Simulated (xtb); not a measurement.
C$_{6}$H$_{13}$O$_{3}$ (SMILES COC[CH]OCCOC), doublet, at a GFN2-xTB geometry. Base run: GFN1-xTB (xtb).

xtb was given this input:
```
$ xtb mol.xyz --gfn 1 --uhf 1 --json

# file mol.xyz
22

C      3.36064233     1.13411996     0.15655927
O      2.62953146     0.11588340     0.78942330
C      2.22133277    -0.94172670    -0.09804301
C      1.25314828    -0.53894923    -1.14089440
O      0.00129196    -0.06426956    -0.88193957
C     -0.48688719    -0.17092261     0.43625535
C     -1.86297788     0.48259182     0.49499214
O     -2.83009356    -0.44972084     0.07609765
C     -4.12156186     0.09347466     0.00147380
H      4.26124644     0.73273269    -0.32464664
H      3.64877088     1.83563462     0.93738071
H      2.75890333     1.65451577    -0.59736372
H      3.10977918    -1.36258816    -0.58736420
H      1.80054811    -1.68820087     0.58400122
H      1.56855606    -0.28421466    -2.13716396
H      0.20109800     0.32322106     1.13334684
H     -0.59097708    -1.22575139     0.72067255
H     -1.87143081     1.36632226    -0.15998179
H     -2.07479961     0.80865985     1.52579531
H     -4.45427923     0.46529645     0.97939490
H     -4.16687391     0.91790725    -0.72102446
H     -4.77855904    -0.71020645    -0.32375694
```

Variants of this job, named by their change:

| change | ΔE vs base (kcal/mol) | dipole (D) | G_solv (kcal/mol) | SCF cycles |
|---|---|---|---|---|
| base | 0.000 | 1.62 | - | 9 |
| gbsa = chcl3 | -12.52 | 1.74 | -13.10 | 9 |
| etemp = 5000 | -0.66 | 1.66 | - | 9 |
| alpb = methanol | -9.86 | 1.72 | -10.33 | 9 |
| etemp = 1000 | 0.000 | 1.62 | - | 9 |
| acc = 0.0001 | 0.000 | 1.62 | - | 15 |
| alpb = thf | -9.27 | 1.69 | -9.51 | 9 |
| etemp = 3000 | -0.024 | 1.62 | - | 9 |
| file = coord | 0.000 | 1.62 | - | 9 |

ALPB and GBSA are two models with their own fitted parameters for each solvent, which aren't always the measured dielectric constant.
